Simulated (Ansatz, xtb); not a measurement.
**Worked example: H2O + C2H8Si2 → SiH4 + C2H6OSi**

Species: H2O (water) `O`, singlet; C2H8Si2 `C=C[SiH2][SiH3]`, singlet; SiH4 (silane) `[SiH4]`, singlet; C2H6OSi `C=C[SiH2]O`, singlet. The partners trade OH for SiH3: H–OH and Si–SiH3 bonds give way to H–SiH3 and Si–OH.

Shapes, held fixed at every level: PBE0-D4/def2-TZVP. Flexible molecules stand in one conformer, not always the lowest. Programs: Ansatz 0.2.0, xtb 6.7.1. The zero-point and thermal change to 298 K, harmonic and unscaled (PBE0-D4/def2-TZVP), is -5.1 kJ/mol.

At CCSD(T)/CBS estimate; 1 Eh = 2625.50 kJ/mol:

| species | energy (Eh) |
| --- | --- |
| H2O | -76.379409 |
| C2H8Si2 | -659.041331 |
| SiH4 | -291.463062 |
| C2H6OSi | -443.991098 |

Problem. Work out ΔH(298 K) of the reaction at this level.

Solution. 
1. Products less reactants: (-291.463062) + (-443.991098) − [(-76.379409) + (-659.041331)] = -0.033420 Eh = -87.7 kJ/mol.
2. With the thermal change: -87.7 + (-5.1) = -92.8 kJ/mol.

Other levels give -112.9 (HF/def2-SVP) to -80.4 kJ/mol (SPW92/def2-TZVPP). No measured value is set beside it here. The CBS estimate extrapolates MP2 from def2-TZVPP and def2-QZVPP and adds CCSD(T) − MP2 in the triple-zeta set, cores frozen.
